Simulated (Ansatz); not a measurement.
The inner images of a band of ClH3O3Ti + H2 (10 atoms, charge 0, multiplicity 1) are given out of order.

Computed with RKS B3LYP-D4/def2-SVP in Ansatz.

First end point:

```xyz
10
Properties=species:S:1:pos:R:3
Ti -0.202 -0.330 -0.129
Cl -0.082 -0.116 2.094
O 1.434 -0.427 -0.824
H 2.001 -1.192 -0.987
O -1.019 1.083 -0.838
H -1.956 1.243 -1.009
O -1.113 -1.814 -0.425
H -1.570 -2.554 -0.010
H 1.872 3.005 1.792
H 1.473 2.367 1.915
```

Last end point:

```xyz
10
Properties=species:S:1:pos:R:3
Ti -0.185 0.384 -0.388
Cl 1.548 -0.647 2.409
O 1.436 -0.132 -0.905
H 2.045 -0.659 -0.365
O -1.014 1.345 -1.634
H -1.950 1.459 -1.843
O -1.199 -0.833 0.407
H -1.002 -1.529 1.048
H 0.186 1.428 0.939
H 0.972 0.446 1.911
```

**Question.** Put them in order from the first end to the last, with their energies above the first end.
A.
```xyz
10
Properties=species:S:1:pos:R:3
Ti -0.068 0.295 -0.255
Cl 1.326 -0.535 2.216
O 1.506 -0.179 -0.934
H 2.129 -0.732 -0.436
O -0.884 1.317 -1.448
H -1.823 1.490 -1.602
O -1.216 -0.931 0.324
H -1.023 -1.661 0.928
H 0.189 1.475 1.085
H 0.704 0.723 1.701
```
B.
```xyz
10
Properties=species:S:1:pos:R:3
Ti 0.090 0.076 -0.038
Cl 1.139 -0.692 1.977
O 1.496 -0.403 -1.021
H 2.137 -0.989 -0.591
O -0.683 1.339 -1.050
H -1.581 1.544 -1.342
O -1.235 -1.101 0.131
H -1.125 -1.842 0.744
H 0.130 1.923 1.149
H 0.471 1.408 1.621
```
C.
```xyz
10
Properties=species:S:1:pos:R:3
Ti 0.106 -0.186 -0.103
Cl 0.918 -0.528 1.976
O 1.490 -0.675 -1.114
H 2.129 -1.344 -0.832
O -0.508 1.347 -0.786
H -1.372 1.574 -1.155
O -1.242 -1.341 -0.112
H -1.404 -2.058 0.513
H 0.215 2.455 1.322
H 0.506 2.019 1.870
```
D.
```xyz
10
Properties=species:S:1:pos:R:3
Ti -0.034 -0.404 -0.089
Cl 0.215 -0.297 2.131
O 1.539 -0.705 -0.865
H 1.984 -1.532 -1.092
O -0.659 1.146 -0.699
H -1.562 1.480 -0.763
O -1.166 -1.721 -0.393
H -1.717 -2.426 -0.037
H 1.231 3.212 1.594
H 1.007 2.511 1.791
```
E.
```xyz
10
Properties=species:S:1:pos:R:3
Ti 0.133 -0.389 -0.106
Cl 0.644 -0.379 2.068
O 1.575 -0.855 -1.041
H 1.966 -1.725 -1.188
O -0.387 1.217 -0.675
H -1.266 1.600 -0.786
O -1.167 -1.573 -0.273
H -1.697 -2.210 0.218
H 0.432 2.985 1.366
H 0.604 2.594 1.995
```

**Answer.** D (0.0 kJ/mol), E (+1.2 kJ/mol), C (+24.8 kJ/mol), B (+73.3 kJ/mol), A (+146.4 kJ/mol).

Run time: 5.7 min on 4 threads of Arm Neoverse V1 (shared host), peak memory 0.33 GiB.
